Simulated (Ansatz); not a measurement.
`C[SiH](O)O` + HBr → `C[SiH](O)Br` + H₂O at 600 K and 1 bar (ligand exchange at the Si–O bond).

Computed with Ansatz on PBE0-D4/def2-TZVP structures; ΔE is electronic, products minus reactants. CBS: MP2 limit from def2 TZ/QZ plus the TZ coupled-cluster correction, frozen cores. This one scheme is used for every species. For Br outer-core shells are correlated without core-valence functions, which leaves a few kJ/mol of doubt a bond. Scalar relativity is left out up to krypton. One conformer a species, not always the lowest.

| species | CCSD(T)/CBS energy (Eh) | H − E (kJ/mol) | S (J/(mol·K)) |
| --- | --- | --- | --- |
| `C[SiH](O)O` | -481.21022 | 252.8 | 408.6 |
| HBr | -2573.91920 | 33.5 | 219.1 |
| `C[SiH](O)Br` | -2978.74949 | 215.9 | 421.8 |
| H₂O | -76.37941 | 76.8 | 212.8 |

H − E and S are ideal-gas, rigid-rotor, harmonic terms from PBE0-D4/def2-TZVP, for one conformer and one mirror image of each species. 1 Eh = 2625.50 kJ/mol, R = 8.31446 J/(mol·K).

Question: By hand: ΔE, ΔH, ΔS and ΔG.

Answer: ΔE = (-2978.74949) + (-76.37941) − (-481.21022) − (-2573.91920) = 0.00052 Eh = 1.4 kJ/mol. Δ(H − E) = 215.9 + 76.8 − 252.8 − 33.5 = 6.4, so ΔH = 7.8 kJ/mol. ΔS = 421.8 + 212.8 − 408.6 − 219.1 = 6.9 J/(mol·K). ΔG = 7.8 − 600 × (6.9)/1000 = 3.7 kJ/mol.

Question: By hand: the equilibrium constant, and the temperature at which ΔG would vanish if ΔH and ΔS stayed fixed.

Answer: log₁₀ K = −ΔG/(RT ln 10) = -0.3. ΔG = 0 at ΔH/ΔS = 1130 K, though so small a ΔH makes that figure unsure.

TΔS isn't small against ΔH here. The sign of ΔG lies within the doubt. A doubt of 5 kJ/mol in ΔE shifts log₁₀ K by 0.4 here. Other conformers and mirror images would add mixing entropy, several J/(mol·K) or more a flexible species. These are equilibria of isolated gas molecules and say nothing of rates. Largest T1 diagnostic: 0.011 (customary marks: 0.02 for closed shells, 0.045 for open ones).
